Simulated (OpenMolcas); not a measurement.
# InN at 2.096 Å: OpenMolcas input and output

Input (each module block was a call of its own in one work directory; start orbitals came from a preliminary run):

```
&GATEWAY
Coord
2
angstrom
In 0.0 0.0 0.0
N 0.0 0.0 2.0960
Basis=ANO-RCC-VTZP
Group=XY
RX2C
AMFI
ANGMom
0.0 0.0 0.0
RICD
&SEWARD
&GUESSORB
&RASSCF
FileOrb=$CurrDir/o31.orb
Symmetry=1
Spin=3
nActEl=8 0 0
Inactive=14 10
RAS2=4 4
CIRoot=2 2 1
Linear
Iterations=120 100
OrbListing=Nothing
PRWF=0.15
>>COPY $Project.RasOrb $CurrDir/o31.orb
>>COPY $Project.rasscf.h5 $CurrDir/r31.h5
&CASPT2
XMultistate=all
Imaginary=0.2
IPEA=0.25
MaxIter=40
>>COPY $Project.JobMix JOB001
&RASSCF
FileOrb=$CurrDir/o32.orb
Symmetry=2
Spin=3
nActEl=8 0 0
Inactive=14 10
RAS2=4 4
CIRoot=6 6 1
Linear
Iterations=120 100
OrbListing=Nothing
PRWF=0.15
>>COPY $Project.RasOrb $CurrDir/o32.orb
>>COPY $Project.rasscf.h5 $CurrDir/r32.h5
&CASPT2
XMultistate=all
Imaginary=0.2
IPEA=0.25
MaxIter=40
>>COPY $Project.JobMix JOB002
```

```bash
pymolcas m.inp
```

RASSCF and CASPT2 output of these blocks, in excerpt:

```
++    Wave function specifications:
      Number of closed shell electrons          48
      Number of electrons in active shells       8
      Number of inactive orbitals               24
      Number of active orbitals                  8
      Number of secondary orbitals              66
      Spin quantum number                      1.0
      State symmetry                             1
++    Orbital specifications:
      Symmetry species                           1   2
                                                 a   b
      Frozen orbitals                            0   0
      Inactive orbitals                         14  10
      Active orbitals                            4   4
      RAS2 orbitals                              4   4
      Secondary orbitals                        34  32
      Number of basis functions                 52  46
      printout of CI-coefficients larger than  0.15 for root  1
      energy=   -5932.678149
      conf/sym  1111 2222     Coeff  Weight
             1  2220 uu00   0.93686 0.87771
             2  2220 u0u0  -0.16880 0.02849
             5  2220 0u0u   0.16856 0.02841
      printout of CI-coefficients larger than  0.15 for root  2
      energy=   -5932.580993
      conf/sym  1111 2222     Coeff  Weight
           157  2200 2uu0  -0.15234 0.02321
           161  2200 u20u   0.15196 0.02309
           202  2020 2uu0   0.41623 0.17325
           206  2020 u20u  -0.41507 0.17228
           457  2uu0 2200  -0.61165 0.37411
           460  2uu0 2ud0  -0.17447 0.03044
           476  2uu0 u20d   0.17414 0.03033
      Natural orbitals and occupation numbers for root  1
      sym 1:   1.994235   1.928899   1.964393   0.042869
      sym 2:   0.996312   0.996324   0.038519   0.038449
      Natural orbitals and occupation numbers for root  2
      sym 1:   1.983407   0.678916   1.312926   0.024673
      sym 2:   1.641193   1.639929   0.360112   0.358845
      RASSCF energy for state  2                  -5932.58099297
::    RASSCF root number  1 Total energy:  -5932.67814864
::    RASSCF root number  2 Total energy:  -5932.58099297
      Von Neumann Entropy (Root   1) =  1.41977
++    Wave function specifications:
      Number of closed shell electrons          10
      Number of electrons in active shells       8
      Number of inactive orbitals                5
      Number of active orbitals                  8
      Number of secondary orbitals              66
      Spin quantum number                      1.0
      State symmetry                             1
      Number of CSFs                          1168
      Number of CASSCF root(s) available         2
      CASPT2 state passed to geometry opt.       2
      A file JOBMIX will be created
      This is a MULTI-STATE CASSCF reference
      Number of CI roots used                    2
      These are:                                 1   2
      Off-diagonal elements of Heff are computed
  FINAL CASPT2 RESULT:
      Reference energy:       -5932.6781486450
      E2 (Non-variational):      -0.5777977966
      Shift correction:          -0.0018732750
      E2 (Variational):          -0.5796710716
      Total energy:           -5933.2578197166
      Reference weight:           0.88505
  FINAL CASPT2 RESULT:
      Reference energy:       -5932.5809929681
      E2 (Non-variational):      -0.5560620585
      Shift correction:          -0.0023952717
      E2 (Variational):          -0.5584573303
      Total energy:           -5933.1394502984
      Reference weight:           0.88528
       Total XMS-CASPT2 energies:
::    XMS-CASPT2 Root  1     Total energy:  -5933.25781972
::    XMS-CASPT2 Root  2     Total energy:  -5933.13945030
++    Wave function specifications:
      Number of closed shell electrons          48
      Number of electrons in active shells       8
      Number of inactive orbitals               24
      Number of active orbitals                  8
      Number of secondary orbitals              66
      Spin quantum number                      1.0
      State symmetry                             2
      printout of CI-coefficients larger than  0.15 for root  1
      energy=   -5932.670059
      conf/sym  1111 2222     Coeff  Weight
            17  22u0 2u00  -0.25704 0.06607
            41  2u20 2u00  -0.87083 0.75835
            59  2u20 uu0d  -0.24881 0.06191
      printout of CI-coefficients larger than  0.15 for root  2
      energy=   -5932.670059
      conf/sym  1111 2222     Coeff  Weight
            18  22u0 u200   0.25704 0.06607
            42  2u20 u200   0.87083 0.75835
            47  2u20 uud0   0.24881 0.06191
      printout of CI-coefficients larger than  0.15 for root  3
      energy=   -5932.571135
      conf/sym  1111 2222     Coeff  Weight
            18  22u0 u200  -0.60707 0.36854
            20  22u0 duu0   0.21087 0.04446
            23  22u0 uud0  -0.16514 0.02727
            44  2u20 duu0  -0.51367 0.26386
            45  2u20 udu0   0.33704 0.11360
            47  2u20 uud0   0.26710 0.07134
      printout of CI-coefficients larger than  0.15 for root  4
      energy=   -5932.571135
      conf/sym  1111 2222     Coeff  Weight
            17  22u0 2u00   0.60708 0.36854
            27  22u0 du0u  -0.21327 0.04548
            35  22u0 uu0d   0.16514 0.02727
            51  2u20 du0u   0.54872 0.30109
            52  2u20 ud0u  -0.27633 0.07636
            59  2u20 uu0d  -0.26709 0.07134
      printout of CI-coefficients larger than  0.15 for root  5
      energy=   -5932.549625
      conf/sym  1111 2222     Coeff  Weight
            42  2u20 u200   0.25180 0.06340
            44  2u20 duu0   0.17691 0.03130
            45  2u20 udu0   0.36823 0.13559
            47  2u20 uud0  -0.62755 0.39382
            53  2u20 020u  -0.44083 0.19433
      printout of CI-coefficients larger than  0.15 for root  6
      energy=   -5932.549625
      conf/sym  1111 2222     Coeff  Weight
            41  2u20 2u00  -0.25180 0.06340
            43  2u20 20u0  -0.44085 0.19435
            51  2u20 du0u   0.23042 0.05309
            52  2u20 ud0u   0.33733 0.11379
            59  2u20 uu0d   0.62755 0.39381
      Natural orbitals and occupation numbers for root  1
      sym 1:   1.989253   1.016460   1.918441   0.037581
      sym 2:   1.868568   0.985812   0.042465   0.141421
      Natural orbitals and occupation numbers for root  2
      sym 1:   1.989253   1.016461   1.918441   0.037581
      sym 2:   0.985811   1.868568   0.141421   0.042465
      Natural orbitals and occupation numbers for root  3
      sym 1:   1.986211   1.254049   1.690188   0.050829
      sym 2:   0.985366   1.393366   0.612943   0.027048
      Natural orbitals and occupation numbers for root  4
      sym 1:   1.986211   1.254048   1.690189   0.050830
      sym 2:   1.393377   0.985366   0.027049   0.612931
      Natural orbitals and occupation numbers for root  5
      sym 1:   1.989588   1.052753   1.871379   0.055716
      sym 2:   0.788140   1.305510   0.658787   0.278127
      Natural orbitals and occupation numbers for root  6
      sym 1:   1.989588   1.052752   1.871381   0.055716
      sym 2:   1.305521   0.788129   0.278141   0.658772
      RASSCF energy for state  6                  -5932.54962527
::    RASSCF root number  1 Total energy:  -5932.67005874
::    RASSCF root number  2 Total energy:  -5932.67005859
::    RASSCF root number  3 Total energy:  -5932.57113504
::    RASSCF root number  4 Total energy:  -5932.57113481
::    RASSCF root number  5 Total energy:  -5932.54962547
::    RASSCF root number  6 Total energy:  -5932.54962527
      Von Neumann Entropy (Root   1) =  1.65229
++    Wave function specifications:
      Number of closed shell electrons          10
      Number of electrons in active shells       8
      Number of inactive orbitals                5
      Number of active orbitals                  8
      Number of secondary orbitals              66
      Spin quantum number                      1.0
      State symmetry                             2
      Number of CSFs                          1184
      Number of CASSCF root(s) available         6
      CASPT2 state passed to geometry opt.       6
      A file JOBMIX will be created
      This is a MULTI-STATE CASSCF reference
      Number of CI roots used                    6
      These are:                                 1   2   3   4   5   6
      Off-diagonal elements of Heff are computed
  FINAL CASPT2 RESULT:
      Reference energy:       -5932.6700587423
      E2 (Non-variational):      -0.5820554896
      Shift correction:          -0.0019804052
      E2 (Variational):          -0.5840358948
      Total energy:           -5933.2540946371
      Reference weight:           0.88277
  FINAL CASPT2 RESULT:
      Reference energy:       -5932.6700585946
      E2 (Non-variational):      -0.5820558232
      Shift correction:          -0.0019804124
      E2 (Variational):          -0.5840362356
      Total energy:           -5933.2540948302
      Reference weight:           0.88277
  FINAL CASPT2 RESULT:
      Reference energy:       -5932.5711350401
      E2 (Non-variational):      -0.5654214660
      Shift correction:          -0.0022420907
      E2 (Variational):          -0.5676635567
      Total energy:           -5933.1387985969
      Reference weight:           0.88556
  FINAL CASPT2 RESULT:
      Reference energy:       -5932.5711348097
      E2 (Non-variational):      -0.5654215604
      Shift correction:          -0.0022421013
      E2 (Variational):          -0.5676636617
      Total energy:           -5933.1387984714
      Reference weight:           0.88556
  FINAL CASPT2 RESULT:
      Reference energy:       -5932.5496254722
      E2 (Non-variational):      -0.5753450858
      Shift correction:          -0.0027332819
      E2 (Variational):          -0.5780783677
      Total energy:           -5933.1277038399
      Reference weight:           0.87870
  FINAL CASPT2 RESULT:
      Reference energy:       -5932.5496252661
      E2 (Non-variational):      -0.5753449549
      Shift correction:          -0.0027332688
      E2 (Variational):          -0.5780782237
      Total energy:           -5933.1277034898
      Reference weight:           0.87870
       Total XMS-CASPT2 energies:
::    XMS-CASPT2 Root  1     Total energy:  -5933.25394516
::    XMS-CASPT2 Root  2     Total energy:  -5933.25394508
::    XMS-CASPT2 Root  3     Total energy:  -5933.14090963
::    XMS-CASPT2 Root  4     Total energy:  -5933.14090936
::    XMS-CASPT2 Root  5     Total energy:  -5933.12574248
::    XMS-CASPT2 Root  6     Total energy:  -5933.12574216
```

Only roots inside an energy window near the equilibrium distance were included, so the list of states is not complete; labels number the states computed. Each spin and symmetry block has orbitals of its own, averaged over its own roots, so gaps between blocks are less sure than gaps within one and near the minimum can be off by tenths of an eV, in bad cases by more. No Rydberg orbitals are active, so Rydberg states, and σ→σ* states whose orbital the CASSCF left unused, can be missing between those listed. No roots were computed in block 5a (none fell in the window or the block failed), so states of that kind are missing and can lie low or lowest.
